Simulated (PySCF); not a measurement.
Species: C5H6BFO.
Structure used (GFN2-xTB), in Å, numbered top down from 1:
```
atom  x, y, z in Å
C1    -2.4959   -0.1687    0.0964
B2    -1.2538    0.2029    0.9958
F3    -1.4515    0.6120    2.2464
C4     0.2097    0.0993    0.5263
C5     1.3913    0.3592    1.1942
C6     2.4413    0.0939    0.2976
C7     1.8399   -0.3105   -0.8603
O8     0.5146   -0.3106   -0.7371
H9    -2.6409   -1.2488    0.0980
H10   -3.4175    0.2772    0.4613
H11   -2.3545    0.1201   -0.9415
H12    1.4741    0.6985    2.2069
H13    3.4922    0.1882    0.4785
H14    2.2503   -0.6131   -1.8046
```

The closed-shell ground state was solved at several levels (PySCF, density fitting, gas phase, non-relativistic).

```
          level  basis functions  HOMO (eV)  LUMO (eV)  gap (eV)  dipole (D)
B3LYP/def2-SVPD              214      -6.86      -1.50      5.36        1.91
  PBE0/pcSseg-1              166      -7.05      -1.24      5.81        1.87
```

**Question.** Estimate the row for B3LYP/pcJ-1, a basis of 276 functions; the other rows only guide the guess.

**Answer.** HOMO -6.82 eV, LUMO -1.41 eV, gap 5.41 eV, dipole 1.91 D.

**Question.** Over all these levels, which gives the widest orbital gap and which the narrowest?

**Answer.** PBE0/pcSseg-1 (global hybrid, 25 % exact exchange) has the widest, 5.81 eV, and B3LYP/def2-SVPD (global hybrid, 20 % exact exchange) the narrowest, 5.36 eV. Functional and basis both differ between the two, so the spread mixes both effects.

**Question.** How far do the dipole and the HOMO energy spread over the levels?

**Answer.** The dipole runs from 1.87 to 1.91 D (mean 1.90 D) and the HOMO from -7.05 to -6.82 eV.

One conformer stands for the species.
